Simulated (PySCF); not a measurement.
## Ionisation energy of Ge by level of theory

Ge [Ar] 3d10 4s2 4p2 (3P) → Ge⁺ [Ar] 3d10 4s2 4p1 (2P), as a difference of total energies. All numbers are calculated (PySCF 2.14, scalar relativity by spin-free X2C-1e, in jorge-DZP-DKH (8s6p2d1f, 43 functions)). Correlated levels: valence: [Ar] 3d10 frozen. The calculations carry no spin-orbit coupling.

| method | ionisation energy (eV) |
| --- | --- |
| UHF | 7.336 |
| LDA | 7.879 |
| MN15 | 7.821 |
| MP2 (valence) | 7.309 |
| SCS-MP2 (valence) | 7.264 |
| CCSD (valence) | 7.244 |
| CCSD(T) (valence) | 7.246 |

Task: How much does correlation contribute at CCSD(T) (valence)?

Result: 7.246 − (7.336) = -0.090 eV, measured against UHF.

Errors of the correlated levels include the incompleteness of this basis and the frozen core.

For comparison: 7.925 eV (measured; NIST levels, between the centres of gravity of the two terms).
